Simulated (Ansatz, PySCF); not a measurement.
Molecule: CaF, charge 0, multiplicity 2. 
Coordinates optimised at B3LYP-D3(BJ)/def2-TZVP (Ansatz, a program for electronic structure):
```xyz
2

Ca     0.0000     0.0000    -0.6086
F      0.0000     0.0000     1.3525
```
Charge 0, spin multiplicity 2.

Total electronic energies in hartree. Cores are frozen in the correlated levels unless marked. Open shells are spin-unrestricted. Spin-orbit coupling is left out. The frozen core is the preceding noble-gas configuration, with the filled d and f shells of earlier blocks. The outer core of K, Ca and their heavier congeners is not correlated, a term that matters for these elements. No relativistic terms. Basis-set limits of correlation are two-point, X^-3; Hartree-Fock from the larger set.

| level | program | energy (Eh) |
|---|---|---|
| HF/STO-3G | Ansatz | -767.92640 |
| HF/def2-SVP | Ansatz | -776.09439 |
| HF/def2-QZVPPD | Ansatz | -776.32847 |
| RI-HF/def2-QZVPPD | Ansatz | -776.32841 |
| BP86/def2-TZVPD | PySCF | -777.60039 |
| TPSS/def2-TZVPD | PySCF | -777.55754 |
| B3LYP-D3(BJ)/def2-TZVPD | Ansatz + dftd3 | -777.55364 |
| PBE0-D3(BJ)/def2-TZVP | Ansatz + dftd3 | [?] |
| PBE0/def2-QZVPP | Ansatz | -777.27964 |
| r2SCAN0-D4/def2-TZVPD | Ansatz + dftd4 | [?] |
| PW6B95-D3(BJ)/def2-TZVPD | PySCF + dftd3 | -778.09717 |
| LC-wPBE-D4/def2-TZVPD | Ansatz + dftd4 | -777.32233 |
| B2GP-PLYP-D4/def2-TZVPD | Ansatz + dftd4 | -777.18851 |
| B2GP-PLYP/def2-TZVPD | Ansatz | -777.18811 |
| B2PLYP/def2-TZVPD | Ansatz | -777.27524 |
| MP2/STO-3G | Ansatz | -767.96488 |
| MP2/def2-TZVPP | Ansatz | -776.58361 |
| MP2/CBS(def2-TZVPPD,def2-QZVPPD) | Ansatz | -776.6528 |
| CCSD(T)/def2-SVPD | Ansatz | -776.33336 |
| CCSD(T)/def2-TZVPP | Ansatz | -776.58841 |
| CCSD(T)/def2-TZVPPD | Ansatz | -776.59534 |
| CCSDT/def2-SVP | Ansatz | -776.30402 |
| CCSD(T)/CBS(def2-TZVPPD,def2-QZVPPD) | Ansatz | -776.6573 |

**Question.** What belongs in the gaps?

**Answer.** 
- PBE0-D3(BJ)/def2-TZVP, energy (Eh): -777.25614
- r2SCAN0-D4/def2-TZVPD, energy (Eh): -777.43692
